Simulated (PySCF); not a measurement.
CH3Mg, charge +1. Atoms are numbered in the order given.

```xyz
5

Mg     0.0000     0.0000    -0.9302
C      0.0000     0.0000     1.1336
H     -0.9019     0.5207     1.4539
H      0.9019     0.5207     1.4539
H      0.0000    -1.0415     1.4539
```
Charge +1, spin multiplicity 1.

The structure is a stationary point at PBE0-D3(BJ)/def2-TZVP. The spin state was assumed, not searched. The isomer is the one that the SMILES or the coordinates give; other isomers of the formula were not compared.

The numbers are results of PySCF with TDA-B3LYP/def2-TZVPD, not measurements.

Vertical excitations; the highest root listed may be one member of a degenerate set. The molecule is in vacuum. State labels are in the subgroup Cs.

```
state  symmetry  energy (eV)  λ (nm)      f                                                main pairs
-----  --------  -----------  ------  -----  --------------------------------------------------------
S1           A'         5.01     247  0.702                                            HOMO→LUMO 93 %
S2           A'         6.06     204  0.013                              HOMO−1→LUMO (degenerate set)
S3           A"         6.06     204  0.013                              HOMO−2→LUMO (degenerate set)
S4           A'         6.36     195  0.247                              HOMO→LUMO+2 (degenerate set)
S5           A"         6.36     195  0.247                              HOMO→LUMO+1 (degenerate set)
S6           A'         7.74     160  0.008                                          HOMO→LUMO+3 98 %
S7           A"         9.12     136  0.000                    HOMO−1→LUMO+1 50 %, HOMO−2→LUMO+2 50 %
S8           A'         9.15     136  0.001             HOMO−2→LUMO+1, HOMO−1→LUMO+2 (degenerate set)
S9           A"         9.15     136  0.001             HOMO−2→LUMO+2, HOMO−1→LUMO+1 (degenerate set)
S10          A'         9.25     134  0.063  HOMO→LUMO+4 33 %, HOMO−1→LUMO+2 31 %, HOMO−2→LUMO+1 31 %
T1           A'         2.17     570      0                                            HOMO→LUMO 99 %
T2           A"         5.50     225      0                              HOMO→LUMO+1 (degenerate set)
T3           A'         5.50     225      0                              HOMO→LUMO+2 (degenerate set)
T4           A'         5.76     215      0                                          HOMO−1→LUMO 94 %
```
Triplets are in the Tamm–Dancoff approximation.
